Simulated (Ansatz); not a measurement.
Geometry optimisation, Ansatz 0.2.0, RKS B3LYP/def2-SVP.

Input:

```yaml
crystal:
  periodic: [false, false, false]
  atoms:
    - { symbol: Ta, position_ang: [0.0, 0.0, 0.0] }
    - { symbol: O, position_ang: [2.37, 0.0, 0.0] }
    - { symbol: H, position_ang: [2.7071, -0.5308, 0.7903] }
    - { symbol: F, position_ang: [0.0, 0.0, 1.93] }
    - { symbol: "N", position_ang: [0.0, 0.0, -2.16] }
    - { symbol: H, position_ang: [-0.6116, -0.6845, -2.69] }
    - { symbol: H, position_ang: [0.6116, 0.6845, -2.69] }
    - { symbol: F, position_ang: [-0.965, 1.6714, 0.0] }
    - { symbol: F, position_ang: [-0.965, -1.6714, 0.0] }
    - { symbol: F, position_ang: [0.7032, -1.7912, 1.127] }
    - { symbol: H, position_ang: [1.8595, -1.1638, 0.7323] }
basis:
  gaussian: { orbitals: def2-SVP }
hamiltonian:
  xc: b3lyp
relax:
  f_tol: 0.15
  max_steps: 25
  restrain:
    - { distance: [0, 9], at: 3.13, k: 30.0 }
    - { distance: [10, 1], at: 2.21, k: 30.0 }
    - { distance: [0, 1], at: 2.02, k: 30.0 }
    - { distance: [10, 9], at: 0.92, k: 30.0 }
```

Launched with:

```bash
$ ansatz run input.yaml --threads 4 --pin off --max-ram 5120MiB --backend cpu --events-out ev --progress --plain --runs-dir out
```

Question: Where does it end, and by what steps?

Answer: It converged. The restraints hold the end off the free minimum; the threshold counts their pulls, which the force column leaves out. Restrained pairs: Ta1–F10 (2.23 → 3.12 Å), O2–H11 (1.47 → 2.20 Å), Ta1–O2 (2.37 → 1.99 Å), F10–H11 (1.37 → 0.93 Å). After 13 steps the energy has fallen by 5.140 eV (the restraints' own energy left out); H3 moved furthest, 1.20 Å.

```
step  energy less start (eV)  largest force component (eV/Å)  accepted
   0                  0.0000                           6.246       yes
   1                 -1.4522                           5.291       yes
   2                 -2.4838                           5.062       yes
   3                 -3.4716                           3.776       yes
   4                 -4.3165                           1.026       yes
   5                 -4.5768                           1.192       yes
   6                 -4.7903                           1.109       yes
   7                 -4.9187                           1.077       yes
   8                 -5.0103                           1.138       yes
   9                 -5.0753                           0.945       yes
  10                 -5.1036                           0.936       yes
  11                 -5.1265                           1.082       yes
  12                 -5.1229                           0.992        no
  13                 -5.1399                           1.013       yes
```

```xyz
11
Properties=species:S:1:pos:R:3
Ta -0.102 0.261 0.025
O 1.884 0.282 0.139
H 2.273 0.571 0.980
F -0.072 0.061 1.929
N 0.143 -0.310 -1.862
H -0.467 -0.979 -2.334
H 0.989 -0.143 -2.410
F -0.624 2.053 -0.095
F -1.616 -0.861 -0.002
F 1.298 -2.505 0.401
H 2.004 -1.916 0.270
```

The run took 42 s on 4 threads of Arm Neoverse V2 (shared host), peak memory 0.41 GiB.
